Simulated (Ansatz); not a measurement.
MnCl2, relaxed as a sextet with UKS B3LYP-D4/def2-TZVP in Ansatz, starting from the B3LYP-D4/def2-TZVP geometry of the neutral doublet. Force threshold 0.02 eV/Å.

The relaxation made no stability test and no search for a lower SCF solution. The structure comes from a short search, and lower isomers may exist.

Start:

```xyz
3

Mn    0.000    0.000    0.000
Cl    0.546    0.782    1.937
Cl   -0.546   -0.782   -1.937
```

Problem. Estimate the energy that the relaxation releases and the steps that it takes.

Solution. 0.3 kcal/mol, in 3 steps; 5 s on 4 threads of Arm Neoverse V1 on a shared host. No frequencies were taken in this run, so the end may be a saddle point.

Problem. Does the start keep its bonding and symmetry?

Solution. By distances, no bond broke or formed. The bond that changes most is Mn1–Cl3, from 2.16 to 2.19 Å (atoms count from 1). Point group D∞h at the start, D∞h at the end, both within 0.05 Å.

Problem. Predict the relaxed structure.

Solution. 
Cartesian coordinates in Å:
```
Mn 0.000 0.000 0.000
Cl 0.553 0.793 1.964
Cl -0.553 -0.793 -1.964
```
Bond lengths: 2 × Cl–Mn 2.19 Å.
